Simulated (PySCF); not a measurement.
CH5NO2Si2, SMILES N#CO[Si@H](O)[SiH3].

Coordinates come from a PBE0-D3(BJ)/def2-SVP optimisation. The structure was generated by enumeration; whether it is a known compound was not checked. One conformer was computed; it need not be the lowest.

The numbers are results of PBE0-D3(BJ)/def2-SVP run with PySCF, not measurements.

Frequencies are harmonic and unscaled.

Computed vibrational spectrum:
```csv
mode,ν (cm⁻¹),IR (km/mol),Raman (Å⁴/amu),depolarisation,moving atoms (share of kinetic energy)
1,25,2.7,2.0,0.74,"N 37 %, O 34 %, Si 16 %, H 10 %"
2,79,4.1,1.8,0.59,"N 44 %, O 25 %, Si 16 %"
3,87,0.5,0.1,0.67,H 91 %
4,143,6.9,1.0,0.61,"O 49 %, Si 24 %, H 21 %"
5,205,11.4,0.9,0.65,"O 36 %, Si 31 %, H 22 %"
6,289,11.4,1.4,0.69,"O 42 %, Si 24 %, H 24 %"
7,326,143.2,1.9,0.62,"H 73 %, O 20 %"
8,418,4.0,15.1,0.19,"Si 61 %, H 24 %, O 10 %"
9,499,14.0,5.7,0.63,"H 59 %, C 21 %, Si 14 %"
10,513,7.6,7.8,0.69,"H 66 %, Si 26 %"
11,532,17.3,4.2,0.74,"C 65 %, O 17 %, N 15 %"
12,554,11.2,5.1,0.73,"C 44 %, Si 23 %, H 20 %, N 8 %"
13,679,108.6,9.7,0.40,"O 50 %, Si 24 %, H 10 %, C 9 %"
14,754,101.8,3.4,0.63,"H 86 %, O 10 %"
15,800,335.2,2.8,0.64,"H 83 %, Si 8 %"
16,852,172.4,8.4,0.75,"H 87 %, Si 9 %"
17,888,34.4,11.0,0.71,"H 84 %, Si 11 %"
18,918,4.8,16.3,0.72,"H 76 %, O 13 %, Si 10 %"
19,923,47.4,21.7,0.74,H 94 %
20,940,96.4,10.4,0.57,"H 38 %, O 33 %, Si 29 %"
21,1224,198.2,3.8,0.10,"O 64 %, N 30 %"
22,2230,35.2,218.8,0.02,H 99 %
23,2243,55.9,107.2,0.74,H 96 %
24,2252,58.5,105.5,0.65,H 96 %
25,2322,96.9,180.0,0.21,H 96 %
26,2427,256.8,49.4,0.22,"C 66 %, N 31 %"
27,3923,120.9,54.3,0.25,H 94 %
```
